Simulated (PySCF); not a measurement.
B(H)(Me)(vinyl) (C₃H₇B), SMILES C=CBC.

Geometry optimised at B3LYP-D3(BJ)/def2-SVP. This is a generated structure with no PubChem entry under its InChIKey; it may be hypothetical. Other conformers were not sampled.

These are TDDFT-PBE/def2-SVPD run with PySCF values and carry that method's errors.

Vertical excitations. The molecule is in vacuum. State labels are in the subgroup Cs.

### Question
List the lowest excited states. (Estimate from the structure and the level; the computed values follow.)

### Answer

```
state  symmetry  energy (eV)  λ (nm)      f          main pairs
-----  --------  -----------  ------  -----  ------------------
S1           A"         4.66     266  0.001    HOMO−1→LUMO 94 %
S2           A"         4.87     255  0.001    HOMO−2→LUMO 94 %
S3           A'         5.71     217  0.261      HOMO→LUMO 93 %
S4           A"         6.48     191  0.001    HOMO−3→LUMO 99 %
S5           A'         7.09     175  0.029    HOMO−4→LUMO 95 %
S6           A"         7.20     172  0.000    HOMO−5→LUMO 99 %
S7           A"         7.31     170  0.025   HOMO→LUMO+1 100 %
S8           A'         7.50     165  0.008  HOMO−1→LUMO+1 98 %
S9           A'         7.65     162  0.014  HOMO−2→LUMO+1 99 %
S10          A"         7.79     159  0.002  HOMO−1→LUMO+2 97 %
T1           A'         3.63     342      0      HOMO→LUMO 98 %
T2           A"         4.27     290      0    HOMO−1→LUMO 97 %
T3           A"         4.46     278      0    HOMO−2→LUMO 97 %
T4           A"         6.11     203      0    HOMO−3→LUMO 98 %
```
Triplets are in the Tamm–Dancoff approximation, which puts them higher than full response would, so one can lie above its singlet here.
